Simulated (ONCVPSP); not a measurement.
Scattering properties, ONCV potential for arsenic

ONCVPSP 4.0.1 input, shortened (lines: element, Z, core and valence counts, functional; n l f; lmax; l rc ep ncon nbas qcut; lloc lpopt rc5 dvloc0; l nproj debl; icmod fcfact rcfact), revPBE, fully relativistic:

```
  As 33.00    6    2  -102130      upf
    1    0    2.00
    2    0    2.00
    2    1    6.00
    3    0    2.00
    3    1    6.00
    3    2   10.00
    4    0    2.00
    4    1    2.50
    2
    0    1.65    0.00    3    7    4.30
    1    1.60    0.00    5    9    6.20
    2    1.50    0.12    3    7    5.40
    4    5    1.45    0.00
    0    2    3.40
    1    2    2.70
    2    2    2.00
    3    3.75    1.35
```

Open shells are filled in proportion to 2j + 1.

The phase is arctan(r·R′/R) of the radial function R(r), unwrapped; energies in Ha, scanned from -2 to 5 Ha. A pole is an energy at which the radial function vanishes at the test radius. The pseudo phase is shifted by a multiple of π to meet the all-electron one at the reference energy, and phase errors are pseudo minus all-electron; the curves can meet again beyond the range given. Levels narrower than the energy grid can be missing from the lists of poles.

**Question.** For each channel, where are the poles, and over which energies does the pseudopotential scatter like the atom?

**Answer.**

| channel | radius (bohr) | reference energy (Ha) | poles, all-electron | poles, pseudo | unbroken range about the reference energy with phases within 0.05 rad | phase error 1 Ha above the reference energy (rad) |
| --- | --- | --- | --- | --- | --- | --- |
| s | 1.67 | -0.69 | 1.95 | 1.95 | below 4.5 | -0.000 |
| p3/2 | 1.62 | -0.33 | 3.30 | 3.28 | below 4.8 | -0.001 |
| p1/2 | 1.62 | -0.34 | 3.19 | 3.18 | below 4.9 | -0.001 |
| d5/2 | 1.52 | 0.12 | -1.47 | -0.65 | above -0.4 | +0.008 |
| d3/2 | 1.52 | 0.12 | -1.50 | -0.64 | above -0.4 | +0.008 |

Note: ghosts flagged at negative energy: d5/2 at -18.0 eV, d3/2 at -17.6 eV; GHOST(+) flagged for s at 134.2 eV. A true bound ghost makes a file unfit for plane-wave use.

Phases in the d5/2 channel:

```csv
E (Ha),all-electron,pseudo
-1.98,0.249,1.207
-1.62,-1.359,1.165
-1.26,-1.720,1.096
-0.90,-1.867,0.888
-0.54,-1.979,-1.856
-0.18,-2.099,-2.091
0.18,-2.255,-2.257
0.54,-2.485,-2.482
0.90,-2.833,-2.825
1.26,-3.294,-3.288
1.62,-3.727,-3.727
1.98,-4.028,-4.031
2.34,-4.221,-4.222
2.70,-4.347,-4.345
3.06,-4.435,-4.429
3.42,-4.500,-4.490
3.78,-4.551,-4.535
4.14,-4.591,-4.571
4.50,-4.626,-4.600
4.86,-4.655,-4.624
```
